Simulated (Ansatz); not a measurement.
Job for Ansatz (a quantum-chemistry and plane-wave program): R-CCSD(T)/aug-cc-pV(D+d)Z on FH7Si2 (a complex), monomers drawn apart or pushed together. Files ending in .json are basis or fitting sets from the Basis Set Exchange.

Ansatz 0.2 input:
```yaml
crystal:
  periodic: [false, false, false]
  atoms:
    - {symbol: F, position_ang: [1.45958480, 0.31951535, -0.17441569]}
    - {symbol: H, position_ang: [1.34353286, 0.29973948, 0.74874191]}
    - {symbol: Si, position_ang: [-0.98094020, -0.31732308, 6.49994570]}
    - {symbol: Si, position_ang: [-0.95176072, -0.31645625, 4.15629459]}
    - {symbol: H, position_ang: [-2.32866038, -0.70423182, 6.97979636]}
    - {symbol: H, position_ang: [-0.65362301, 1.03571442, 7.00763551]}
    - {symbol: H, position_ang: [0.01542378, -1.28562808, 7.01495556]}
    - {symbol: H, position_ang: [-1.24165011, -1.65891923, 3.60352942]}
    - {symbol: H, position_ang: [0.41554929, 0.07371580, 3.69997768]}
    - {symbol: H, position_ang: [-1.90723440, 0.66585970, 3.59600030]}
basis:
  gaussian:
    orbitals: aug-cc-pV_D+d_Z.json
magnetization: {spin_polarized: false}
correlation: {method: ccsd_t, electrons: outside_noble_gas}
scf: {lower_state_search: off}
```

Q: Give the final energy of this run.

A: -681.9013 hartree (reference determinant -681.3858, T1 diagnostic 0.013).

Q: How many basis functions does it have, and what does it roughly cost on one machine?

A: 150 functions; about 40 core-seconds (a rough figure).
